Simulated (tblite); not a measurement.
C8H7O (doublet state).
Cartesian coordinates in Å at the GFN2-xTB level; atoms count from 1:
```
atom  x, y, z in Å
C1     3.1135    0.9240    2.3451
C2     2.2050    0.6904    1.5922
C3     1.1593    0.4527    0.6853
C4     0.1878   -0.4541    0.9710
C5    -0.8852   -0.7422    0.1244
C6    -1.8220   -1.0074   -0.5905
C7    -2.9333   -1.3251   -1.4508
C8     1.1563    1.2402   -0.6039
O9     2.1113    2.1034   -0.8305
H10    3.9042    1.1274    3.0040
H11    0.2220   -1.0021    1.9050
H12   -3.3649   -0.4107   -1.8581
H13   -3.6997   -1.8662   -0.8963
H14   -2.5914   -1.9473   -2.2787
H15    1.0807    0.4978   -1.4424
H16    0.1490    1.7281   -0.6872
```

Structure optimised with GFN2-xTB, isolated species. This method treats the open shell by occupation alone, without spin polarisation.

Masses are those of the commonest isotopes; rigid-rotor values at the optimised geometry. The values belong to one conformer with, in the numbering `[CH:1]#[C:2]/[C:3](=[CH:4]/[C:5]#[C:6][CH3:7])[CH2:8][O:9]`, C2–C3–C8–O9 0°.

(1) Give the principal moments of inertia and the rotational constants in MHz.

(2) Classify the top.

(3) Is it planar, by Δ = Ic − Ia − Ib?

(4) Give the other two planar moments, Paa and Pbb, and the rms extents of the mass along the axes.

Results:

(1) Ia = 144.31, Ib = 647.77, Ic = 785.95 u·Å²; 505379 MHz·u·Å²/I gives A = 3502, B = 780.2, C = 643.0 MHz.

(2) A near-prolate asymmetric top; Ray's κ = -0.904.

(3) Not planar: Δ = Ic − Ia − Ib = -6.14 u·Å². For a rigid frame Δ = −2 Σ m c², so Σ m c² = 3.07 u·Å² lies off the ab plane, practically all of it from hydrogen. The atom farthest from that plane is 0.99 Å away.

(4) Paa = Σ m a² = (Ib + Ic − Ia)/2 = 644.70 and Pbb = Σ m b² = (Ia + Ic − Ib)/2 = 141.24 u·Å². With the mass M = 119.05 u, the rms extents √(P/M) along a, b and c are 2.33, 1.09, 0.16 Å.

For this open shell read J as N, the rotation without spin; fine and hyperfine splittings come on top. Its lowest GFN2-xTB frequency is 20i cm⁻¹, too small to tell a flat minimum from a shallow saddle. These are rigid-rotor constants of the computed structure; measured ground-state constants (B0) also hold zero-point vibration.
